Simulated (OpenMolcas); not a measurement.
Pr2+: the spin-orbit constant, worked from levels

* Program: OpenMolcas 26.06
* Basis: ANO-RCC-VTZP [8s7p5d3f2g1h]
* Scalar Hamiltonian: X2C, point nucleus
* Active space: 3 electrons in 7 orbitals (4f)
* State averaging: 2S+1 = 4 odd, 35 roots (30 in the spin-orbit step); 2S+1 = 2 odd, 112 roots (43 in the spin-orbit step)
* Spin-orbit coupling: state interaction with AMFI integrals over the reference wave functions, term energies averaged over their components

Methods: CASSCF; SS-CASPT2, IPEA 0.25 Eh, imaginary shift 0.1 Eh (closed shells correlated: 5s 5p). Measured levels: Martin, Zalubas and Hagan, Atomic Energy Levels: The Rare-Earth Elements, NSRDS-NBS 60 (1978); the list in Maison, Palmeri and Quinet, J. Phys. B 58, 015001 (2025).

**The spin-orbit constant.** For the Hund term ⁴I° of f3, E(J) = (A/2) J(J+1) + constant and ζ = 2S·A = 3A. From J = 9/2 to J = 15/2 the energy changes by 19.5 A.

```
   Source  E(15/2) - E(9/2)      A    ζ
   CASSCF            4787.2  245.5  736
SS-CASPT2            4838.8  248.1  744
 measured            4453.8  228.4  685
```

All in cm-1. SS-CASPT2 is off by +8.6 % and CASSCF by +7.5 %. Both methods take the spin-orbit matrix elements from the reference wave functions, so the second can move ζ only through the term energies and any multistate remixing. Second-order mixing with other terms is absorbed into this ζ.

Term energies are means over components that CASPT2 splits; among the terms shown or strongly mixed into the levels shown the widest spread is 1100 cm-1 (4f³ ⁴I°, SS-CASPT2). High states are left out of the spin-orbit mixing, which shifts the levels that they would mix with. Without dynamic correlation excited terms often stand tens of per cent too high (terms of higher spin than the ground term too low), and those without a measured partner can miss by more than the paired ones (holds for CASSCF). Computed and measured levels are paired by configuration, term and J; levels that our copy of the source lacks, or whose pairing is in doubt (as where it misses far off the trend of its configuration), stay unpaired and out of the deviations. Only configurations of the active space appear.

° marks odd parity.
